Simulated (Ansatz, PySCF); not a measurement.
Molecule: CHO (charge +1, singlet). It need not be the lowest isomer of its formula. 
Coordinates optimised at B3LYP-D3(BJ)/def2-TZVP (Ansatz, a quantum-chemistry and plane-wave program):
```xyz
3

H      0.0000     0.0000    -1.3920
O      0.0000     0.0000    -0.3951
C      0.0000     0.0000     0.7587
```
Charge +1, spin multiplicity 1.

Total electronic energies in hartree. Correlated levels leave the core frozen unless marked. Spin-orbit coupling is left out. Non-relativistic unless marked X2C. CBS(X,Y): correlation extrapolated as X^-3; Hartree-Fock from the larger set (for Q and 5 zeta extrapolated as (X+1)exp(-9√X)). The bracket is a focal-point correction in the basis named.

| level | program | energy (Eh) |
|---|---|---|
| RI-HF/cc-pVQZ | Ansatz | -112.96857 |
| TPSS-D3(BJ)/def2-TZVPD | PySCF + dftd3 | -113.54979 |
| r2SCAN/def2-TZVPD | Ansatz | -113.46992 |
| r2SCAN-D3(BJ)/def2-TZVPD | Ansatz + dftd3 | -113.47009 |
| BHLYP-D3(BJ)/def2-TZVPD | Ansatz + dftd3 | -113.47857 |
| TPSSh/def2-TZVPD | PySCF | -113.53434 |
| r2SCANh/def2-TZVPD | Ansatz | -113.46270 |
| r2SCAN0-D4/def2-TZVPD | Ansatz + dftd4 | -113.45247 |
| M06-2X/def2-TZVPD | PySCF | -113.49399 |
| HSE06-D4/def2-TZVPD | Ansatz + dftd4 | -113.39889 |
| LC-wPBE-D3(BJ)/def2-TZVPD | Ansatz + dftd3 | -113.45498 |
| wB97X/def2-TZVPD | Ansatz | -113.50476 |
| B2PLYP-D3(BJ)/def2-TZVPD | Ansatz + dftd3 | -113.45770 |
| MP2/cc-pVDZ | Ansatz | -113.20267 |
| CCSD/cc-pVQZ | Ansatz | -113.34311 |
| CCSD(T)/cc-pVDZ | PySCF | -113.22935 |
| CCSD(T)/aug-cc-pVTZ | Ansatz | -113.33432 |
| CCSD(T)/cc-pwCVTZ | Ansatz | -113.33691 |
| CCSD(T)/def2-QZVPPD | Ansatz | -113.36066 |
| X2C-CCSD(T)/cc-pVTZ-DK | Ansatz | -113.39592 |
| RI-MP2/CBS(def2-TZVPP,def2-QZVPP)+[CCSD(T)-MP2]/def2-SVP | Ansatz | -113.3800 |
| RI-MP2/CBS(aug-cc-pVTZ,aug-cc-pVQZ)+[CCSD(T)-MP2]/aug-cc-pVTZ | Ansatz | -113.3809 |
| CCSD(T)/CBS(cc-pVQZ,cc-pV5Z) | Ansatz | -113.3784 |

Totals of different functionals don't rank their quality; only differences between species are comparable.
